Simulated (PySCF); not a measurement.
## Calculated data, GeH₄N, ClGeH₂NO

All values are calculated (PySCF 2.14.0). Calculation on a computer-drawn molecule: optimised geometry and harmonic frequencies of an isolated molecule of the commonest isotopes, restricted reference for singlets and unrestricted otherwise, frozen core in MP2; on germanium a core potential holds 10 electrons, which the energies leave out, and 3d is frozen in MP2 and coupled-cluster steps.

Common to all runs: multiplicity 1; basis and core potential on germanium cc-pVDZ-PP ECP10MDF.

```yaml
- entry: 1
  formula: GeH4N
  start_structure:
    atoms_angstrom:
      - ["N", 0.8637, -0.6379, 3.0296]
      - [Ge, -0.6108, -0.449, 2.1542]
      - [H, 1.2665, 0.0896, 3.5963]
      - [H, 1.4044, -1.4864, 3.0242]
      - [H, -1.3109, 0.8774, 2.2576]
      - [H, -1.0923, -1.6239, 1.3493]
  given:
    charge: 1
    method: MP2
    basis: cc-pVDZ
    drawn_bonds_atom: [1, 1, 1, 2, 2]
    drawn_bonds_other_atom: [2, 3, 4, 5, 6]
    drawn_bonds_order: [1, 1, 1, 1, 1]
  results:
    optimised_atom_element: ["N", Ge, H, H, H, H]
    "optimised_atom_x [angstrom]": [0.8665, -0.6273, 1.273, 1.413, -1.313, -1.091]
    "optimised_atom_y [angstrom]": [-0.6383, -0.4469, 0.1037, -1.502, 0.8941, -1.64]
    "optimised_atom_z [angstrom]": [3.032, 2.144, 3.606, 3.023, 2.263, 1.343]
    "modes_frequency [cm^-1]": [500.1, 525.4, 671.8, 698.8, 831.9, 870.3, 873.5, 1550, 2297, 2340, 3544, 3666]
    "modes_reduced_mass [dalton]": [1.261, 1.03, 1.008, 1.055, 1.834, 1.634, 1.248, 1.121, 1.013, 1.029, 1.05, 1.101]
    "rotational_constants [GHz]": [97.76, 10.98, 9.873]
    "total_energy [hartree]": -350.1529
    "convergence_status_largest_gradient_component [hartree/bohr]": 6.585e-06
- entry: 2
  formula: ClGeH2NO
  start_structure:
    atoms_angstrom:
      - ["N", -0.7669, 1.736, 1.5646]
      - [Ge, -0.0115, 2.7254, 0.2302]
      - [O, 0.8989, 4.032, 0.4597]
      - [Cl, -0.7777, 2.1586, -1.6373]
      - [H, -0.4199, 1.8235, 2.4861]
      - [H, -1.2283, 0.8978, 1.3884]
  given:
    charge: 0
    method: HF
    basis: "cc-pV(D+d)Z"
    drawn_bonds_atom: [1, 2, 2, 1, 1]
    drawn_bonds_other_atom: [2, 3, 4, 5, 6]
    drawn_bonds_order: [1, 2, 1, 1, 1]
  results:
    optimised_atom_element: ["N", Ge, O, Cl, H, H]
    "optimised_atom_x [angstrom]": [-0.6718, -0.03459, 0.9356, -0.8118, -0.4507, -1.272]
    "optimised_atom_y [angstrom]": [1.702, 2.785, 4.062, 2.073, 1.823, 0.9292]
    "optimised_atom_z [angstrom]": [1.516, 0.2874, 0.459, -1.563, 2.485, 1.307]
    "modes_frequency [cm^-1]": [72.73, 209.5, 242.1, 246.2, 446.9, 451.2, 810.7, 883.2, 1045, 1652, 3790, 3918]
    "modes_reduced_mass [dalton]": [1.373, 6.421, 5.841, 6.01, 1.021, 35.07, 5.547, 1.263, 16.28, 1.12, 1.048, 1.102]
    "rotational_constants [GHz]": [6.535, 3.182, 2.14]
    "total_energy [hartree]": -883.3822
    "convergence_status_largest_gradient_component [hartree/bohr]": 2.018e-06
```
